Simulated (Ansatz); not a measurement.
```yaml
crystal:
  periodic: [false, false, false]
  atoms:
    - {symbol: C, position_ang: [-0.415574, 0.573428, -0.326198]}
    - {symbol: C, position_ang: [0.248645, -0.594169, 0.225346]}
    - {symbol: Se, position_ang: [1.933256, -0.270097, 0.953914]}
    - {symbol: H, position_ang: [-1.355115, 0.311346, -0.717116]}
    - {symbol: H, position_ang: [0.150554, 1.001078, -1.097025]}
    - {symbol: H, position_ang: [-0.560960, 1.307109, 0.407398]}
    - {symbol: H, position_ang: [0.396131, -1.343409, -0.495651]}
    - {symbol: H, position_ang: [-0.308426, -1.040008, 0.995860]}
basis:
  gaussian: {orbitals: aug-cc-pVDZ}
magnetization: {spin_polarized: true, initial_magnetization: 5}
hamiltonian: {xc: {name: LC-wPBE}}
output: {forces: true}
```

```sh
$ ansatz run in.yaml --threads 4 --pin off --events-out ev --progress --plain --max-ram 10444MiB
```

Output, abridged:

```
Functional definition: LC-wPBE
1233 factors; their error is unknown
644 factors; integrals over basis functions are off by at most 1.7e-5 eV
mean field evaluation 1: about -67472.0013 eV, gradient 3.6e1 eV
mean field evaluation 2: about -67471.6487 eV, gradient 3.8e1 eV
mean field evaluation 4: about -67479.7361 eV, gradient 1.5e0 eV
mean field evaluation 8: about -67479.8783 eV, gradient 2.7e-1 eV
mean field evaluation 16: about -67479.8749 eV, gradient 1.0e-2 eV
mean field evaluation 32: about -67479.8749 eV, gradient 3.7e-5 eV
mean field -67479.87491711 eV, -2479.8396637018 hartree, gradient 1.2e-5 eV, S^2 8.754062; 6 other end points of the search recorded, 0 dependent functions left out
reference -67479.87491712 eV, -2479.8396637020 hartree; 28, 23 occupied and 99, 104 virtual orbitals, 1233 factors
Total energy: -67479.87491712 eV, -2479.8396637020 hartree
Atom 0 at    -0.415574     0.573428    -0.326198 Å, force     1.810145     0.164278     0.823937 eV/Å
Atom 1 at     0.248645    -0.594169     0.225346 Å, force    -9.972676    -0.728111    -4.553734 eV/Å
Atom 2 at     1.933256    -0.270097     0.953914 Å, force     8.864354     1.414328     3.891594 eV/Å
Atom 3 at    -1.355115     0.311346    -0.717116 Å, force    -2.020303    -0.757386    -0.802033 eV/Å
Atom 4 at     0.150554     1.001078    -1.097025 Å, force     0.855541     0.780564    -1.705514 eV/Å
Atom 5 at    -0.560960     1.307109     0.407398 Å, force    -0.602506     1.407437     1.379514 eV/Å
Atom 6 at     0.396131    -1.343409    -0.495651 Å, force     1.523792    -1.567110    -1.612167 eV/Å
Atom 7 at    -0.308426    -1.040008     0.995860 Å, force    -0.458348    -0.714000     2.578402 eV/Å
Dipole moment:    -0.243474     0.677202    -0.248441 e Å
```

Question: Something in this input is off. What?

Answer: The spin is set far too high for this molecule. The calculation finished and met its thresholds. The result belongs to that input, not to the molecule as meant.
